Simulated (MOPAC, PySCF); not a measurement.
Ligands exchanged one at a time, Ge OH-H. Gas-phase values, no solvent. One relaxed conformer stands for each flexible species; it need not be the lowest. Strings in code marks are SMILES.

Quantity: vertical ionisation energy (energy after one electron is removed minus that of the parent at the parent's geometry), in eV.

Level 1: B3LYP/6-31G* // PBE-D3(BJ)/def2-TZVP (PySCF)
Level 2: minus the HOMO energy of AM1 // PBE-D3(BJ)/def2-TZVP (MOPAC)
Level 3: minus the HOMO energy of HF/3-21G // PBE-D3(BJ)/def2-TZVP (PySCF)
Level 4: minus the HOMO energy of PM7 // PBE-D3(BJ)/def2-TZVP (MOPAC)

| species | level 1 | level 2 | level 3 | level 4 |
|---|---|---|---|---|
| `[GeH4]` | 12.17 | 11.50 | 12.77 | 11.91 |
| `[OH][GeH2][OH]` (H–O–Ge–O torsion 78°, O–Ge–O–H torsion -84°) | 10.85 | (withheld) | 12.36 | 10.60 |
| `[OH][GeH3]` | 10.67 | 10.91 | (withheld) | (withheld) |

Q: Fill in the missing entries.

A: 
- `[OH][GeH2][OH]` (H–O–Ge–O torsion 78°, O–Ge–O–H torsion -84°), level 2: 11.40
- `[OH][GeH3]`, level 3: 11.92
- `[OH][GeH3]`, level 4: 10.53
